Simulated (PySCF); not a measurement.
Electron correlation in Te (tellurium, neutral)

[Kr] 4d10 5s1 5p5, high-spin 3P determinant (an excited configuration). All numbers are calculated (PySCF 2.14, the spin-free X2C one-electron Hamiltonian (Gaussian nucleus), in x2c-TZVPPall with one added diffuse shell each of s, p, d, f type (9s7p5d3f, 76 functions)). Frozen: [Kr] 4d10; 6 electrons correlated.

| level | correlation energy (mhartree) |
| --- | --- |
| CCSD | -164.27 |
| (T) | -27.47 |
| CCSD(T) | -191.74 |

Diagnostics: T1 = 0.034, D1 = 0.0634, largest double amplitude 0.275.

Task: Is a single reference adequate?

Result: Not fully. T1 exceeds 0.03, a sign that the reference determinant is poor. A double-excitation amplitude exceeds 0.15, a sign of near-degeneracy.
